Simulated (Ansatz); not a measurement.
Cost and result for the atomization energy of C2H6FNSn, SMILES `C=[C](N)[SnH2][F]` (11 atoms, 10 bonds).

```
atom    x (Å)    y (Å)    z (Å)
  C1  -1.0046   1.1735  -0.7357
  C2  -0.4831   0.1762  -0.0142
  N3  -1.1711  -0.6422   0.8528
 Sn4   1.6119  -0.1686  -0.0076
  F5   1.6003  -2.0379   0.5122
  H6  -2.0698   1.3934  -0.7250
  H7  -0.3847   1.8040  -1.3596
  H8  -0.7803  -1.5574   1.0131
  H9  -2.1777  -0.6392   0.7746
 H10   2.5030   0.5950   1.2258
 H11   2.3562  -0.0968  -1.5363
```

The species carries charge 0 and has multiplicity 1. Correlated methods include outer-core shells of Sn, which these sets cover unevenly. Sn: def2 effective core potential. Geometry: relaxed with PBE0-D4/def2-TZVP. It is one conformer, not always the lowest. Program: Ansatz. All runs use 4 threads of an Intel Xeon Platinum 8488C on a shared host. Times are those of one run each, without the atoms' runs, and a repeat can differ threefold. Electronic energies, without spin–orbit coupling; frozen cores. CCSD(T)/CBS adds CCSD(T) − MP2 in def2-TZVPP to the MP2 limit, and its time is that of the two runs behind it. T1 = 0.014. With those shells the extrapolation isn't a true limit. B3LYP takes the VWN-RPA correlation (the form of Gaussian; ORCA's B3LYP/G).

CCSD(T)/CBS is a level of theory with its own doubt, some kJ/mol a heavy atom from the limit and from the frozen cores, so smaller differences don't rank the functionals.

```tsv
level	functions	wall time
PBE-D4/def2-TZVPP (with forces)	258	1.9 s
PBE0-D4/def2-TZVPP	258	2.1 s
r2SCAN-D4/def2-TZVPP (with forces)	258	3 s
B3LYP-D4/def2-TZVPP (with forces)	258	3.6 s
B2PLYP/def2-TZVPP	258	4.7 s
ωB97X-V/def2-TZVPP	258	5.5 s
ωB97M-V/def2-TZVPP (with forces)	258	7.5 s
MP2/def2-QZVPP	490	18 s
CCSD(T)/def2-TZVPP	258	2.8 min
CCSD(T)/CBS(def2)	–	3.1 min
```

Question: What atomization energy does each give, and how far from CCSD(T)/CBS? (Best estimate.)

Answer: Ansatz gave: 
```json
{"level": "PBE-D4/def2-TZVPP (with forces)", "atomization (kcal/mol)": "944.6", "difference from CCSD(T)/CBS": "20.0", "per bond": "2.0"}
{"level": "PBE0-D4/def2-TZVPP", "atomization (kcal/mol)": "921.5", "difference from CCSD(T)/CBS": "-3.1", "per bond": "-0.3"}
{"level": "r2SCAN-D4/def2-TZVPP (with forces)", "atomization (kcal/mol)": "921.1", "difference from CCSD(T)/CBS": "-3.5", "per bond": "-0.4"}
{"level": "B3LYP-D4/def2-TZVPP (with forces)", "atomization (kcal/mol)": "922.2", "difference from CCSD(T)/CBS": "-2.4", "per bond": "-0.2"}
{"level": "B2PLYP/def2-TZVPP", "atomization (kcal/mol)": "910.5", "difference from CCSD(T)/CBS": "-14.1", "per bond": "-1.4"}
{"level": "ωB97X-V/def2-TZVPP", "atomization (kcal/mol)": "926.1", "difference from CCSD(T)/CBS": "1.5", "per bond": "0.1"}
{"level": "ωB97M-V/def2-TZVPP (with forces)", "atomization (kcal/mol)": "923.1", "difference from CCSD(T)/CBS": "-1.5", "per bond": "-0.2"}
{"level": "MP2/def2-QZVPP", "atomization (kcal/mol)": "924.6", "difference from CCSD(T)/CBS": "0.0", "per bond": "0.0"}
{"level": "CCSD(T)/def2-TZVPP", "atomization (kcal/mol)": "896.4", "difference from CCSD(T)/CBS": "-28.2", "per bond": "-2.8"}
{"level": "CCSD(T)/CBS(def2)", "atomization (kcal/mol)": "924.6", "difference from CCSD(T)/CBS": "0.0", "per bond": "0.0"}
```

In def2-TZVPP, CCSD(T) changes the Hartree–Fock value by +258.5 kcal/mol (the triples alone add +16.7 kcal/mol) and MP2 by +269.7 kcal/mol; breaking electron pairs costs correlation energy, which Hartree–Fock lacks. The D4 term adds +8.9 kcal/mol with B3LYP and +4.6 kcal/mol with PBE0; it sums over pairs of atoms, weighted by their polarisabilities, and B3LYP, whose exchange is more repulsive, gets the larger term. From PBE to PBE0 (25 % exact exchange), in def2-TZVPP and without D4, the atomization energy moves by −22.3 kcal/mol: exact exchange takes away binding that semilocal exchange gives to molecules.

Spin–orbit coupling would lower the free Sn atoms strongly, and the atomization energy with them, by more than many differences here. For some Ge, Se and Sn compounds the MP2-based and the directly extrapolated limit differ by 10 to 25 kJ/mol.
